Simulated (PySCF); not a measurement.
**Radial density of Pt⁴⁹⁺ (platinum, charge +49)**

B3LYP, [Ar] 3d10 4s1, 2S determinant. Computed with PySCF 2.14 in an even-tempered Gaussian basis (17 s from 6.1 bohr⁻², ratio 2.5; 11 p from 8 bohr⁻², ratio 2.5; 8 d from 14 bohr⁻², ratio 2.5; 4 f from 36 bohr⁻², ratio 2.7; 4 g from 54 bohr⁻², ratio 2.7), with no relativity, point nucleus.

| r (bohr) | 4πr²ρ (e/bohr) | 4πr²(ρα − ρβ) |
| --- | --- | --- |
| 0.000340 | 0.4687 | 0.0019 |
| 0.000572 | 1.279 | 0.0051 |
| 0.000962 | 3.405 | 0.0135 |
| 0.00162 | 8.695 | 0.0345 |
| 0.00272 | 20.71 | 0.0813 |
| 0.00458 | 43.91 | 0.1676 |
| 0.00770 | 76.77 | 0.2668 |
| 0.0130 | 99.29 | 0.2400 |
| 0.0218 | 92.30 | 0.0195 |
| 0.0366 | 104.5 | 0.2897 |
| 0.0616 | 136.3 | 0.6631 |
| 0.104 | 105.0 | 0.1217 |
| 0.174 | 112.0 | 1.3047 |
| 0.293 | 26.31 | 1.5256 |
| 0.493 | 2.585 | 2.3750 |
| 0.830 | 0.03414 | 0.0341 |

A non-relativistic calculation at this Z misses sizeable relativistic shifts. Spin-orbit coupling, which splits the p, d and f shells strongly at this Z, is absent.
